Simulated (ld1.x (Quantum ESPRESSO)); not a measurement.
Transferability test, PAW potential for scandium (Sc)

scandium (Sc), PAW, made with ld1.x (Quantum ESPRESSO) 7.5 (revPBE, scalar-relativistic). Core [Ne], reference 3s2 3p6 3d0 4s0 4p0 (charge +3). Waves: 3s (bound): rcut 1.55, rcutus 1.90 bohr; 4s (bound, empty): rcut 1.55, rcutus 1.90 bohr; 3p (bound): rcut 1.45, rcutus 1.70 bohr; 4p (bound, empty): rcut 1.45, rcutus 1.70 bohr; 3d (bound, empty): rcut 1.75, rcutus 2.30 bohr; 3d channel at 2.55 Ry: rcut 1.75, rcutus 2.30 bohr. Local part: all-electron potential smoothed inside 1.90 bohr (lloc = -1). Core correction: a·sin(br)/r model core, default radius (ld1.x builds one for every PAW set, though the input has nlcc=.false.). Augmentation charge: BESSEL, radius 1.40 bohr.

Energies are relative to the spin-unpolarised reference configuration 3s2 3p6 3d0 4s0 4p0; without spin polarisation the order of configurations can differ from experiment.

```csv
valence configuration,charge,ΔE all-electron (eV),error AE − PS (meV)
3s2 3p6 3d1 4s2 4p0,0,-44.269,-1.3
3s2 3p6 3d2 4s0 4p0,+1,-36.787,-2.9
3s2 3p6 3d0 4s2 4p0,+1,-35.944,+0.8
3s1 3p6 3d1 4s2 4p0,+1,17.760,-11
3s2 3p6 3d0 4s2 4p1,0,-40.851,+1.5
```

**Question.** What are ΔE and the potential's error for 3s2 3p6 3d1 4s0 4p0?

**Answer.** ΔE = -24.796 eV all-electron; the error (AE − PS) is +0.4 meV.

**Question.** What are ΔE and the potential's error for 3s2 3p6 3d1 4s1 4p0?

**Answer.** ΔE = -37.435 eV all-electron; the error (AE − PS) is -0.5 meV.
